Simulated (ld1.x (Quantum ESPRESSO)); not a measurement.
**Ranking TM semilocal potentials for Ga**

All share these settings but for the change named:

| Item | Value |
| --- | --- |
| Element | gallium (Ga) |
| Generator | ld1.x (Quantum ESPRESSO) 7.5 |
| Type | norm-conserving Troullier–Martins (semilocal form) |
| Functional | LDA (PZ) |
| Relativity | scalar-relativistic |
| Frozen core | [Ar] |
| Valence charge | 13 |
| Reference configuration | 3d10 4s2 4p1 |
| Partial waves | 4s (bound): rc 1.45 bohr; 3d (bound): rc 0.75 bohr; 4p (bound): rc 2.30 bohr |
| Local potential | the p channel |
| Core correction | none |

Cutoff: the first of the cutoffs (Ry, on a coarse ladder) from which the occupation-weighted sum of valence levels, in a spherical-Bessel basis at the reference potential, stays within 10 and 1 mRy of its value at 400 Ry; the density cutoff is not measured.

Of 12 variants that were run, those that failed, showed a ghost or another fault, or gave nearly equal values are left out.

In the semilocal form every listed channel keeps its own potential, so the choice of the local channel does not act on these tests. It acts once the file is put into the separable form.

Task: Rank these variants from softest to hardest (loose cutoff).
A. wave 3d (bound): rc 0.75 bohr becomes 3d (bound): rc 1.14 bohr
B. wave 3d (bound): rc 0.75 bohr becomes 3d (bound): rc 0.92 bohr
C. core [Ar] 3d10, valence charge 3; reference 4s1 4p0; waves now 4p (bound): rc 2.35 bohr; 4s (bound): rc 1.80 bohr; local potential the s channel; core correction a·sin(br)/r model core inside 1.45 bohr

Result: C (12 Ry), A (200 Ry), B (260 Ry).
